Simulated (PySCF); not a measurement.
**Working with the constants of ZnPb⁺**

PBE constants of ZnPb⁺, ²Π (doublet), unpaired electrons π ↑ (PySCF, scalar-relativistic core potentials, basis sets Zn def2-SVP, Pb def2-SVP with ECP60; masses 63.9291 and 207.9766 u):

- ωe: 128.3 cm⁻¹
- ωexe: 0.467 cm⁻¹
- Be: 0.042772 cm⁻¹
- αe: 0.000214 cm⁻¹

(1) What force constant and bond length do these constants imply?

(2) Estimate the centrifugal constant D from the Kratzer relation and find the Dunham coefficient a1.

Spin–orbit coupling is left out, which matters for elements this heavy, above all for dissociation energies. The state is the lowest determinant that a PBE0 search found; another state may lie lower at other levels.

Answers

(1) Reduced mass μred = 48.898 u; k = 5.8918×10⁻⁷·μred·ωe² (u, cm⁻¹, mdyn/Å) = 0.474 mdyn/Å; Re = √(16.8576/(μred·Be)) (u, cm⁻¹, Å) = 2.839 Å.

(2) D = 4Be³/ωe² = 1.9e-08 cm⁻¹; a1 = −1 − αeωe/(6Be²) = -3.50.
